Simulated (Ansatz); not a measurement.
`[NH2][AlH][AlH2]` + H₂Se → `[AlH2][SeH]` + `[NH2][AlH2]` at 500 K and 1 bar (cleavage of the Al–Al bond).

Gas-phase electronic energies from Ansatz, PBE0-D4/def2-TZVP geometries. CCSD(T)/CBS is the MP2 limit (def2-TZVPP, def2-QZVPP) plus CCSD(T) − MP2 in def2-TZVPP, frozen cores. This one scheme is used for every species. For Se outer-core shells are correlated without core-valence functions, which leaves a few kJ/mol of doubt a bond. Scalar relativity is left out up to krypton. Each species was taken in one conformer, which may not be the lowest.

| species | CCSD(T)/CBS energy (Eh) | H − E (kJ/mol) | S (J/(mol·K)) |
| --- | --- | --- | --- |
| `[NH2][AlH][AlH2]` | -541.74510 | 162.7 | 392.6 |
| H₂Se | -2401.89790 | 53.1 | 237.8 |
| `[AlH2][SeH]` | -2644.54675 | 84.4 | 318.1 |
| `[NH2][AlH2]` | -299.14566 | 129.9 | 289.4 |

H − E and S are ideal-gas, rigid-rotor, harmonic terms from PBE0-D4/def2-TZVP, for one conformer and one mirror image of each species. 1 Eh = 2625.50 kJ/mol, R = 8.31446 J/(mol·K).

By hand: ΔE, ΔH, ΔS and ΔG.

ΔE = (-2644.54675) + (-299.14566) − (-541.74510) − (-2401.89790) = -0.04941 Eh = -129.7 kJ/mol. Δ(H − E) = 84.4 + 129.9 − 162.7 − 53.1 = -1.5, so ΔH = -131.2 kJ/mol. ΔS = 318.1 + 289.4 − 392.6 − 237.8 = -22.9 J/(mol·K). ΔG = -131.2 − 500 × (-22.9)/1000 = -119.7 kJ/mol.

By hand: the equilibrium constant, and the temperature at which ΔG would vanish if ΔH and ΔS stayed fixed.

log₁₀ K = −ΔG/(RT ln 10) = 12.5. ΔG = 0 at ΔH/ΔS = 5729 K, far beyond where these terms or the molecules hold.

ΔH outweighs TΔS. A doubt of 5 kJ/mol in ΔE shifts log₁₀ K by 0.5 here. Other conformers and mirror images would add mixing entropy, several J/(mol·K) or more a flexible species. Modes under 60 cm⁻¹, often nearly free rotors, make the harmonic entropy too high. These are equilibria of isolated gas molecules and say nothing of rates. Largest T1 diagnostic: 0.012 (customary marks: 0.02 for closed shells, 0.045 for open ones).
